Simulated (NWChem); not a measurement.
# CH$_{5}$InO; SMILES [InH]([OH])[CH3]

```xyz
8

In    -0.2504     0.0477     0.0009
H     -1.9194     0.5082     0.0058
C      0.7810    -1.8356    -0.0015
H      0.5727    -2.3845     0.9286
H      1.8609    -1.6495    -0.0782
H      0.4547    -2.4562    -0.8486
O      1.0614     1.5719    -0.0012
H      0.6446     2.4401     0.0035
```
Atoms are numbered in this order, from 1.

Program: NWChem. The geometry was optimised at PBE0/def2-SVP. def2 effective core potentials on In; no spin-orbit coupling. Field at 589 nm.

For level B3LYP/def2-SVPD (core potentials):

| Property | Value |
|---|---|
| isotropic polarisability (bohr³) | 58.8 |
| anisotropy (bohr³) | 23.7 |

### Question
Estimate the same quantities for level B3LYP/def2-SVP (core potentials).

### Answer
| Quantity | Value |
|---|---|
| isotropic polarisability (bohr³) | 48.5 |
| anisotropy (bohr³) | 22.3 |
